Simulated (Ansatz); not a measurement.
Reaction (ligand exchange at the Al–Se bond): `[AlH2][SeH]` + `O[SiH2][AlH2]` → `[AlH2][O][SiH2][AlH2]` + H₂Se

Computed with Ansatz on PBE0-D4/def2-TZVP structures; ΔE is electronic, products minus reactants. CBS: MP2 limit from def2 TZ/QZ plus the TZ coupled-cluster correction, frozen cores. DFT in def2-TZVPP. B3LYP here is the variant with VWN-RPA as its local correlation; programs differ in this. HSE06 is defined as in plane-wave codes. For Se outer-core shells are correlated without core-valence functions, which leaves a few kJ/mol of doubt a bond. Scalar relativity is left out up to krypton. Each species was taken in one conformer, which may not be the lowest.

```csv
level,ΔE (kcal/mol),difference from CCSD(T)/CBS
PBE-D4,-5.6,2.0
revPBE-D4,-5.8,1.8
PBE0-D4,-5.8,1.8
HSE06-D4,-5.7,1.9
ωB97X-V,-8.3,-0.7
PBE,-5.2,2.4
revPBE,-5.0,2.6
PBE0,-5.5,2.1
B3LYP,-9.0,-1.4
r2SCANh,-7.3,0.3
HSE06,-5.3,2.3
HF/def2-TZVPP,-10.0,-2.4
MP2/def2-TZVPP,-8.1,-0.5
SCS-MP2/def2-TZVPP,-9.3,-1.7
CCSD/def2-TZVPP,-8.9,-1.3
HF/CBS(def2),-10.7,-3.1
CCSD(T)/CBS,-7.6,0
```

**Question.** What do rigid-rotor, harmonic-oscillator terms from PBE0-D4/def2-TZVP frequencies (298.15 K, 1 bar) make of the CCSD(T)/CBS value? (Estimate.)

**Answer.** Ansatz gave: ΔZPE = -2.3 kcal/mol, ΔH = -9.2 kcal/mol, ΔS = 14 J/(mol·K), ΔG = -10.2 kcal/mol. Modes under 50 cm⁻¹ make the entropy rough.

Largest T1 diagnostic among the species: 0.013.

Leaving LDA and LC-ωPBE aside and taking each functional with its dispersion term where it has one, the values, not all of them listed here, spread over 4.9 kcal/mol, from CAM-B3LYP-D4 to PBE-D4. LDA lies −0.8 kcal/mol from PBE without D4. In def2-TZVPP, CCSD(T) changes the Hartree–Fock value by +1.6 kcal/mol (the triples alone add +0.4 kcal/mol) and MP2 by +1.9 kcal/mol.
